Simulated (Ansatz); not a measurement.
The molecule GaH, closed-shell singlet (the spin of the measured ground state). No spin–orbit coupling. Ga is treated without relativity.

The constants come from a fifth-degree fit in 1/R (seven points, main isotopes). In def2 and cc sets the state is the lowest found near the PBE0 minimum, followed along R. The singlet is held restricted. HF and MP2 rows in def2 and cc sets belong to the determinant that coupled cluster picked by its CCSD energy.

Codes used: Ansatz (an electronic-structure program). 

Energies at HF/def2-TZVPP:

```tsv
R (Å)	E (hartree)
1.563414	-1923.79675185
1.605441	-1923.79843954
1.644106	-1923.79922707
1.687815	-1923.79936658
1.731523	-1923.79883136
1.781956	-1923.79751672
1.840794	-1923.79521741
```

Task: With a reduced mass of 0.9933 u, find the minimum, the force constant and the constants.

Result: A fifth-degree polynomial in 1/R puts the minimum at r_e = 1.6741 Å with force constant 162 N/m. Then ω_e = (1/2πc)√(k/μ) = 1665 cm⁻¹ and B_e = h/(8π²cμr_e²) = 6.056 cm⁻¹; the cubic and quartic terms give α_e = 0.16 and ω_e x_e = 25 cm⁻¹.
